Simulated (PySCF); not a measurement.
PySCF input (M06-2X/def2-TZVPD):

```python
from pyscf import gto, scf, dft

mol = gto.M(
    atom='''
    Si    1.19539252   -0.12168310    0.01645495
    Si   -1.16229105    0.12120571   -0.02749547
    H     2.12967456    0.96629337    0.36680398
    H     1.89726773   -1.39723520   -0.22779539
    H    -1.45318068   -0.20595896    1.38667991
    H    -1.39983874    1.52947855   -0.38173963
    H    -1.63734345   -0.88589432   -0.98938161
    ''',
    basis='def2-tzvpd',
    charge=1,
    spin=0,
    verbose=4,
)

mf = dft.RKS(mol, xc='m062x').density_fit(auxbasis='def2-universal-jkfit')
mf.grids.level = 4
mf.conv_tol = 1e-9
mf.max_cycle = 100
mf.max_memory = 1500
mf.kernel()
if not mf.converged:
    mf = mf.newton()
    mf.kernel(mf.make_rdm1())
mf.analyze()
```

End of the output:

```
Extra cycle  E= -581.61007535956  delta_E= -6.48e-12  |g|= 1.32e-06  |ddm|= 7.96e-06
converged SCF energy = -581.61007535956
**** SCF Summaries ****
Total Energy =                        -581.610075359559687
Nuclear Repulsion Energy =              82.110171718333348
One-electron Energy =                 -961.126864444842568
Two-electron Energy =                  297.406617366949490
Two-electron Coulomb Energy =          340.758309089725003
DFT Exchange-Correlation Energy =      -43.351691722775499
HOMO-LUMO gap [eV] =                     7.201365981908513
**** MO energy ****
MO #1   energy= -67.2954928906117  occ= 2
MO #2   energy= -67.2155087843129  occ= 2
MO #3   energy= -5.83379158831512  occ= 2
MO #4   energy= -5.7575957272874   occ= 2
MO #5   energy= -4.14733563654391  occ= 2
MO #6   energy= -4.14005694026206  occ= 2
MO #7   energy= -4.13953624351209  occ= 2
MO #8   energy= -4.06943306150877  occ= 2
MO #9   energy= -4.06661239422177  occ= 2
MO #10  energy= -4.06630898882594  occ= 2
MO #11  energy= -0.859173932513526 occ= 2
MO #12  energy= -0.786475303155598 occ= 2
MO #13  energy= -0.652853842779118 occ= 2
MO #14  energy= -0.61326718175412  occ= 2
MO #15  energy= -0.608469538372554 occ= 2
MO #16  energy= -0.575199653515531 occ= 2
MO #17  energy= -0.310554332743719 occ= 0
MO #18  energy= -0.174500504543666 occ= 0
MO #19  energy= -0.169227930957358 occ= 0
MO #20  energy= -0.14580483783925  occ= 0
MO #21  energy= -0.135715522876143 occ= 0
MO #22  energy= -0.105594109918167 occ= 0
MO #23  energy= -0.105532597406346 occ= 0
MO #24  energy= -0.0971025927939771 occ= 0
MO #25  energy= -0.0736369287409835 occ= 0
MO #26  energy= -0.0656552125693557 occ= 0
MO #27  energy= -0.0627258947026015 occ= 0
MO #28  energy= -0.0462387900316281 occ= 0
MO #29  energy= -0.0406613925170512 occ= 0
MO #30  energy= -0.039148793353534 occ= 0
MO #31  energy= -0.0293446206531673 occ= 0
MO #32  energy= -0.0185305659551389 occ= 0
MO #33  energy= 0.0153087275840602 occ= 0
MO #34  energy= 0.0248877218344601 occ= 0
MO #35  energy= 0.0297381759054014 occ= 0
MO #36  energy= 0.0423618886745374 occ= 0
MO #37  energy= 0.0435152900992088 occ= 0
MO #38  energy= 0.0647391450651789 occ= 0
MO #39  energy= 0.0768864532030265 occ= 0
MO #40  energy= 0.0815454338126537 occ= 0
MO #41  energy= 0.0841625849455224 occ= 0
MO #42  energy= 0.0973080172257794 occ= 0
MO #43  energy= 0.104414960236116  occ= 0
MO #44  energy= 0.10854310260365   occ= 0
MO #45  energy= 0.11864228330084   occ= 0
MO #46  energy= 0.123216608962818  occ= 0
MO #47  energy= 0.148883533943112  occ= 0
MO #48  energy= 0.161481063580457  occ= 0
MO #49  energy= 0.169598501902649  occ= 0
MO #50  energy= 0.176753020634282  occ= 0
MO #51  energy= 0.186303364619611  occ= 0
MO #52  energy= 0.194391045504846  occ= 0
MO #53  energy= 0.222963630822303  occ= 0
MO #54  energy= 0.23186254977741   occ= 0
MO #55  energy= 0.246361301032974  occ= 0
MO #56  energy= 0.253151141976839  occ= 0
MO #57  energy= 0.25328840514593   occ= 0
MO #58  energy= 0.28074627197274   occ= 0
MO #59  energy= 0.284902872553182  occ= 0
MO #60  energy= 0.299046503723393  occ= 0
MO #61  energy= 0.308073779051149  occ= 0
MO #62  energy= 0.31141170226669   occ= 0
MO #63  energy= 0.340049070049318  occ= 0
MO #64  energy= 0.341456452469754  occ= 0
MO #65  energy= 0.353416520200203  occ= 0
MO #66  energy= 0.362462876849169  occ= 0
MO #67  energy= 0.413174319223204  occ= 0
MO #68  energy= 0.423541512777884  occ= 0
MO #69  energy= 0.500159020666065  occ= 0
MO #70  energy= 0.502595296497172  occ= 0
MO #71  energy= 0.548558267374849  occ= 0
MO #72  energy= 0.559721793565108  occ= 0
MO #73  energy= 0.567290387615641  occ= 0
MO #74  energy= 0.781610891535296  occ= 0
MO #75  energy= 0.785029472533589  occ= 0
MO #76  energy= 0.803668556794785  occ= 0
MO #77  energy= 0.838773442523543  occ= 0
MO #78  energy= 0.838916691478408  occ= 0
MO #79  energy= 0.852828521082376  occ= 0
MO #80  energy= 0.874662185394054  occ= 0
MO #81  energy= 0.878603054627404  occ= 0
MO #82  energy= 0.926984275317265  occ= 0
MO #83  energy= 0.935527476705635  occ= 0
MO #84  energy= 0.949707140286201  occ= 0
MO #85  energy= 0.950989641247007  occ= 0
MO #86  energy= 0.972751666321954  occ= 0
MO #87  energy= 0.981129005281275  occ= 0
MO #88  energy= 0.989801431765038  occ= 0
MO #89  energy= 1.01377164806396   occ= 0
MO #90  energy= 1.01864748417604   occ= 0
MO #91  energy= 1.05879144960017   occ= 0
MO #92  energy= 1.06286336528988   occ= 0
MO #93  energy= 1.07963841430061   occ= 0
MO #94  energy= 1.10416874765381   occ= 0
MO #95  energy= 1.18004865199643   occ= 0
MO #96  energy= 1.23577198680468   occ= 0
MO #97  energy= 1.28408277269339   occ= 0
MO #98  energy= 1.34021263529958   occ= 0
MO #99  energy= 1.34502613495833   occ= 0
MO #100 energy= 1.35738569740433   occ= 0
MO #101 energy= 1.38497197559169   occ= 0
MO #102 energy= 1.45212079975461   occ= 0
MO #103 energy= 1.64795403564779   occ= 0
MO #104 energy= 1.68045977099292   occ= 0
MO #105 energy= 1.68580885804049   occ= 0
MO #106 energy= 1.70328994890039   occ= 0
MO #107 energy= 1.74861717706918   occ= 0
[...]
```
